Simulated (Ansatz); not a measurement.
Ansatz (a quantum-chemistry and plane-wave program) input (CCSD(T)/6-31G):

Ansatz 0.2 input:
```yaml
crystal:
  periodic: [false, false, false]
  atoms:
    - {symbol: Si, position_ang: [-0.35855426, -0.10157508, -0.14483880]}
    - {symbol: O, position_ang: [-0.54971084, -0.17916352, 1.36867792]}
    - {symbol: O, position_ang: [1.04414905, 0.31503848, -0.88421983]}
    - {symbol: H, position_ang: [1.06425394, 0.33505143, -1.84792149]}
basis:
  gaussian:
    orbitals: 6-31G
magnetization: {spin_polarized: true, initial_magnetization: 1}
correlation: {method: ccsd_t, electrons: outside_noble_gas}
```

End of the output:

```
reference -11948.27878430 eV, -439.0911464888 hartree; 9, 8 occupied and 17, 18 virtual orbitals, 323 factors
second order -8.31663085 eV of doubles, -0.00000000 eV of singles
coupled cluster: 0.07 GiB planned
cycle   1  -8.41387053 eV  change   -2.4e-3 eV  update   3.5e-3
cycle   2  -8.41442400 eV  change   -5.5e-4 eV  update   2.6e-3
cycle   3  -8.41566067 eV  change   -1.2e-3 eV  update   1.9e-3
cycle   4  -8.41631694 eV  change   -6.6e-4 eV  update   6.3e-4
cycle   5  -8.41762797 eV  change   -1.3e-3 eV  update   3.3e-4
cycle   6  -8.41774520 eV  change   -1.2e-4 eV  update   1.7e-4
cycle   7  -8.41780036 eV  change   -5.5e-5 eV  update   9.4e-5
cycle   8  -8.41764269 eV  change    1.6e-4 eV  update   3.9e-5
cycle   9  -8.41760684 eV  change    3.6e-5 eV  update   1.2e-5
cycle  10  -8.41761996 eV  change   -1.3e-5 eV  update   4.7e-6
perturbative correction -0.26694118 eV, -0.0098099075 hartree
Total energy: -11956.96334544 eV, -439.4102982242 hartree
```

It need not be the lowest isomer of its formula.
